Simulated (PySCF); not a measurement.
**Correlation energy of As⁺ (arsenic, charge +1)**

[Ar] 3d10 4s2 4p2, high-spin 3P determinant. Calculation: PySCF 2.14, in cc-pVTZ-DK; the spin-free X2C one-electron Hamiltonian (Gaussian nucleus). Frozen: [Ar] 3d10; 4 electrons correlated.

MP2 pair energies summed by pair of shells (mhartree):

| pair | energy | share (%) |
| --- | --- | --- |
| 4s-4p | -33.06 | 61.8 |
| 4s-4s | -15.22 | 28.4 |
| 4p-4p | -5.23 | 9.8 |

Total MP2 correlation energy: -53.51 mhartree.

Same-spin part -8.94 and opposite-spin part -44.57 mhartree; SCS-MP2 scales them by 1/3 and 6/5 to -56.46 mhartree.

```csv
level,correlation energy (mhartree)
CCSD,-68.81
(T),-1.60
CCSD(T),-70.41
```

Diagnostics: T1 = 0.0073, D1 = 0.0194, largest double amplitude 0.091.

Is a single reference adequate?

Mostly. T1 lies below 0.03, but a double amplitude of this size points to a near-degeneracy that CCSD handles and MP2 describes poorly.
